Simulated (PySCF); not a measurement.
K2Te at several levels of theory

All levels use the PBE0 minimum (singlet; Te–K 3.058 Å (×2); K–Te–K 180.0°), basis [Te def2-TZVP with ECP28, K def2-TZVP], scalar-relativistic core potentials, density fitting, no spin–orbit coupling, PySCF. For vertical energies the ionised species is a doublet (spins chosen at PBE0 and kept). Atomisation goes to high-spin ground-configuration atoms, without zero-point energy. Open shells are unrestricted, also as the reference of the correlated levels. A dash marks a value that was not computed or is not defined at that level.

```json
{"level": "PBE0", "atomisation (kJ/mol)": "395", "vertical IP (eV)": "4.74", "−ε(HOMO) (eV)": "3.15", "gap (eV)": "2.20"}
{"level": "HF", "atomisation (kJ/mol)": "221", "vertical IP (eV)": "3.61", "−ε(HOMO) (eV)": "4.79", "gap (eV)": "5.13"}
{"level": "MP2", "atomisation (kJ/mol)": "390", "vertical IP (eV)": "4.65", "−ε(HOMO) (eV)": "–", "gap (eV)": "–"}
{"level": "PBE", "atomisation (kJ/mol)": "399", "vertical IP (eV)": "4.87", "−ε(HOMO) (eV)": "2.44", "gap (eV)": "0.96"}
{"level": "CCSD(T)", "atomisation (kJ/mol)": "376", "vertical IP (eV)": "–", "−ε(HOMO) (eV)": "–", "gap (eV)": "–"}
{"level": "r2SCAN", "atomisation (kJ/mol)": "412", "vertical IP (eV)": "4.73", "−ε(HOMO) (eV)": "2.43", "gap (eV)": "1.61"}
{"level": "B3LYP", "atomisation (kJ/mol)": "381", "vertical IP (eV)": "4.83", "−ε(HOMO) (eV)": "3.01", "gap (eV)": "1.78"}
{"level": "TPSSh", "atomisation (kJ/mol)": "419", "vertical IP (eV)": "4.76", "−ε(HOMO) (eV)": "2.69", "gap (eV)": "1.57"}
{"level": "M06-2X", "atomisation (kJ/mol)": "377", "vertical IP (eV)": "4.54", "−ε(HOMO) (eV)": "3.99", "gap (eV)": "3.31"}
{"level": "MN15", "atomisation (kJ/mol)": "402", "vertical IP (eV)": "4.63", "−ε(HOMO) (eV)": "3.53", "gap (eV)": "3.48"}
```

For K₂Te itself CCSD(T) correlates 34 electrons; T1 = 0.009, D1 = 0.041, (T) = -43 kJ/mol.

(1) Which levels differ least and most from CCSD(T) in the atomisation?

## Answers

(1) Least: M06-2X (+1 kJ/mol); most: HF (-155 kJ/mol). CCSD(T) atomisation energies in a triple-zeta basis lie tens of kJ/mol low, so this is no ranking by accuracy.
